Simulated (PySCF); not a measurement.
# Al²⁺: excitation energy

Al²⁺ [Ne] 3s1 (2S) → Al²⁺ [Ne] 3d1 (2D), as a difference of total energies. Calculation: PySCF 2.14, in aug-cc-pCVTZ-DK with one added diffuse shell each of s, p, d, f type (9s8p6d4f, 91 functions); scalar relativity by spin-free X2C-1e. Correlated levels: valence and next inner shell: 1s2 frozen. The calculations carry no spin-orbit coupling.

```json
{"method": "UHF", "excitation energy (cm⁻¹)": "114910"}
{"method": "MP2 (valence and next inner shell)", "excitation energy (cm⁻¹)": "116540"}
{"method": "SCS-MP2 (valence and next inner shell)", "excitation energy (cm⁻¹)": "116190"}
{"method": "CCSD (valence and next inner shell)", "excitation energy (cm⁻¹)": "116520"}
{"method": "CCSD(T) (valence and next inner shell)", "excitation energy (cm⁻¹)": "116560"}
```

The promoted electron is Rydberg-like, and one or two diffuse shells describe it only roughly, which tends to raise the upper state.
